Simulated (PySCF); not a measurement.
Substituent chemical shifts

Parent skeleton `[CH2:1]=[CH:2][CH:3]=[C:4]([CH3:5])[SiH3:6]`; one hydrogen on atom 6 is replaced by X. Hydrogens on one atom are averaged.

[PySCF: shielding tensors at PBE0/pcSseg-1 (GIAO); geometry: GFN2-xTB; a single conformation; non-relativistic Hamiltonian; one averaged value for each set of equivalent atoms; no solvent model]

Referencing at the same level of theory: ¹³C, ²⁹Si, ¹H vs TMS.

Parent (X = H): C1 126.6, C2 139.7, C3 151.3, C4 139.4, C5 18.0, Si6 -65.7, H(C1) 5.55, H(C2) 6.93, H(C3) 6.74 ppm. Effects are Δδ = δ(X) − δ(H), positive for deshielding.

**Question.** Give Δδ (ppm) for X = F, CN, OCHO.

**Answer.** 
```tsv
X	SMILES	C1	C2	C3	C4	C5	Si6	H(C1)	H(C2)	H(C3)
F	C=C/C=C(/C)[SiH2]F	-0.7	+2.7	+0.4	+6.0	+8.1	+60.3	-0.08	-0.77	+0.08
CN	C=C/C=C(\C)[SiH2]C#N	+4.1	-1.2	+0.4	-2.6	+0.7	+0.4	+0.21	+0.22	-0.10
OCHO	C=C/C=C(\C)[SiH2]OC=O	+2.3	-0.6	+0.8	-5.0	-3.3	+30.5	+0.16	+0.12	+0.35
```

**Question.** Which position responds most, and to which substituents?

**Answer.** Si6: from +0.4 ppm with CN to +60.3 ppm with F.
